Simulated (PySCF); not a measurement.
Species: C5H10BF.
Atom-mapped SMILES: `[F:1][B:2]1[CH2:3][CH2:4][CH2:5][CH2:6][CH2:7]1`

Probes without a nucleus sit at each ring's centroid and 1 Å off its mean plane on both sides; NICS is minus the shielding there, NICSzz its component along the normal. Level: GIAO HF/pcSseg-1 (PySCF, non-relativistic, gas phase) on the PBE0-D3(BJ)/def2-SVP geometry, one conformer.

Ring bond lengths (Å): B2–C3 1.567, C3–C4 1.532, C4–C5 1.527, C5–C6 1.527, C6–C7 1.531, C7–B2 1.567.

Task: What do the NICS probes read (ppm)?

Result: 
| ring | type | NICS(0) | NICS(1), two faces | NICS(1)zz, two faces | rms pucker (Å) | centre to ring atoms, mean (Å) |
| --- | --- | --- | --- | --- | --- | --- |
| B2–C3–C4–C5–C6–C7 | 6-membered ring with B; formal bonds all single | 0.2 | -1.9 / -1.1 | 2.6 / 2.1 | 0.20 | 1.50 |

Task: What do they say, and how far can they be read as aromaticity?

Result: 
- B2–C3–C4–C5–C6–C7: mean NICS(1)zz 2.3 ppm, near zero. C3, C4, C5, C6, C7 have four or more neighbours, so the value isn't read as a sign of a π ring current.

Task: What are the shieldings of the ring atoms and their hydrogens in the same run (means over atoms taken as equivalent)?

Result: 
| atoms | environment | σ isotropic (ppm) | principal values of the symmetric part, first atom (ppm) |
| --- | --- | --- | --- |
| B2 | three-coordinate boron | 55.7 | -13.4, 84.7, 95.7 |
| C3 (×2) | sp3 carbon bound to boron | 174.0 | 167.4, 170.3, 184.2 |
| C4 (×2) | ring CH2 carbon | 168.0 | 159.9, 164.7, 179.5 |
| C5 | ring CH2 carbon | 164.8 | 161.2, 166.2, 166.9 |
| H on C3 (×4) | methylene hydrogen | 31.05 | 25.6, 29.0, 37.7 |
| H on C4 (×4) | methylene hydrogen | 30.31 | 26.4, 28.8, 36.7 |
| H on C5 (×2) | methylene hydrogen | 30.45 | 25.1, 28.1, 37.5 |

Task: How do the values depend on the level or the medium?

Result: 
```tsv
level	NICS(0), B2–C3–C4–C5–C6–C7	mean NICS(1)zz, B2–C3–C4–C5–C6–C7
HF/pcSseg-1, gas	0.2	2.3
PBE0/pcSseg-1, gas	0.6	2.5
PBE0/pcSseg-1, IEF-PCM acetonitrile	0.6	2.5
PBE0/pcSseg-1, IEF-PCM chloroform	0.6	2.5
```

The geometry is the same throughout; the continuum's cavity takes Bondi-type radii × 1.2.
